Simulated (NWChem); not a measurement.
System: MoH₅Cl; SMILES [Cl][MoH5]

Results from NWChem. def2 effective core potentials on Mo; no spin-orbit coupling. Each level has its own optimisation; frequencies are unscaled.

For level PBE0/def2-SVP (core potentials):

| Quantity | Value |
|---|---|
| highest harmonic frequency (cm⁻¹) | 2158 |
| lowest (cm⁻¹) | 324 |
| zero-point energy (kcal/mol) | 24.7 |

### Question
What are these values for level Hartree-Fock/STO-3G (all-electron, non-relativistic)?

### Answer
highest harmonic frequency (cm⁻¹): 2655
lowest (cm⁻¹): 395
zero-point energy (kcal/mol): 31.0
